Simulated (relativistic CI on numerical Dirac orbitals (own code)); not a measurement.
# Pd³⁺ (4d7) in a crystal field

Calculated by Dirac-Coulomb-Breit CI, separate exchange-only KLI orbitals for each configuration, model QED, valence Slater integrals scaled by 0.7, one configuration in a parametric crystal field (own radial code).

Field parameters in Wybourne normalisation: Oh B⁴₀ = 21Dq, B⁴₄ = √(5/14) B⁴₀. The field is a parameter set, without covalency.

S is read from ⟨S²⟩ = S(S + 1).

Powder χT (cm³ K mol⁻¹) by Van Vleck's formula, with temperature-independent terms:

```
                Field    2 K    5 K   10 K   20 K   50 K  100 K  200 K  300 K
 Oh, 10Dq = 6000 cm⁻¹   2.15   2.17   2.19   2.24    2.4   2.66   3.17   3.58
Oh, 10Dq = 10750 cm⁻¹   1.98      2   2.02   2.07   2.22   2.47   2.94   3.26
Oh, 10Dq = 15550 cm⁻¹  0.715  0.717  0.719  0.724  0.737  0.759  0.804   0.85
Oh, 10Dq = 20350 cm⁻¹  0.536  0.537  0.538   0.54  0.545  0.555  0.573  0.592
Oh, 10Dq = 25100 cm⁻¹  0.489   0.49   0.49  0.492  0.496  0.503  0.517  0.531
Oh, 10Dq = 29900 cm⁻¹  0.466  0.466  0.467  0.468  0.471  0.477  0.489    0.5
Oh, 10Dq = 34700 cm⁻¹  0.451  0.452  0.452  0.453  0.456  0.461  0.471  0.481
Oh, 10Dq = 39500 cm⁻¹  0.441  0.441  0.442  0.443  0.445  0.449  0.458  0.467
```

Question: For Oh, 10Dq = 15550 cm⁻¹: what effective moment follows at 300 K?

Answer: μ_eff = √(8χT) = 2.61 μB. The ground level has S = 0.82; the spin-only moment for S = 1/2 is 1.73 μB. The difference comes from the orbital moment, spin-orbit mixing of terms and temperature-independent paramagnetism, all larger in this ionic model than in covalent complexes.
